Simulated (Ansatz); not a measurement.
## Forces away from equilibrium

CH2AlLiO (SMILES [Li][Al]1[CH2][O]1), closed shell, displaced at random from a GFN2-xTB minimum.

```tsv
atom	x (Å)	y (Å)	z (Å)
Li1	-2.5823	-2.2384	-0.4546
Al2	-0.7426	-0.6068	-0.1649
C3	0.9005	0.3857	0.2444
O4	-0.3762	1.0552	-0.3579
H5	1.7236	0.5834	-0.4552
H6	1.0896	0.8663	1.1981
```

Ansatz 0.2.0; basis: def2-TZVPP; cores frozen in the correlated methods. The outer core shell of Li, Na, Mg and K is correlated. B3LYP uses VWN-RPA correlation.

CCSD(T) forces from the calculation:
```
atom      Fx      Fy  Fz (eV/Å)
 Li1  -0.341  -0.319     -0.059
 Al2   0.593  -0.052      0.193
  C3  -0.835   0.637     -0.799
  O4   0.575   0.152      0.210
  H5  -0.121  -0.305      0.232
  H6   0.128  -0.113      0.224
```

Question: Which atom feels the largest CCSD(T) force, and how large is it?

Answer: C3, 1.32 eV/Å, along (-0.63, 0.48, -0.61).

Root-mean-square difference of the force components from those of CCSD(T): PBE0-D4 0.206; wB97M-V 0.144; r2SCAN-D4 0.077; PBE-D4 0.161; wB97X-V 0.193; B3LYP-D4 0.061 eV/Å.

T1 diagnostic: at most 0.020. These are differences at one structure, and CCSD(T) in triple zeta is itself an approximation.

For scale, one of the runs: CCSD(T)/def2-TZVPP forces, 151 basis functions (an equivalent command: `ansatz run in.yaml --threads 4`). Time: 53 s of wall clock on 4 CPU threads; the host was shared. Peak host memory: 1.9 GiB.
